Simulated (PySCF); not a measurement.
## Electron correlation in Se (selenium, neutral)

[Ar] 3d10 4s2 4p4, high-spin 3P determinant. Computed with PySCF 2.14 in ANO-RCC-VTZP (6s5p3d1f, 43 functions), with scalar relativity by spin-free X2C-1e. Frozen: [Ar] 3d10; 6 electrons correlated.

| level | correlation energy (mhartree) |
| --- | --- |
| CCSD | -118.01 |
| (T) | -3.61 |
| CCSD(T) | -121.62 |
| CCSDT | -122.27 |

Diagnostics: T1 = 0.0081, D1 = 0.0249, largest double amplitude 0.051.

Cost of the coupled-cluster step: about 0.7 core-seconds, for 6 correlated electrons.
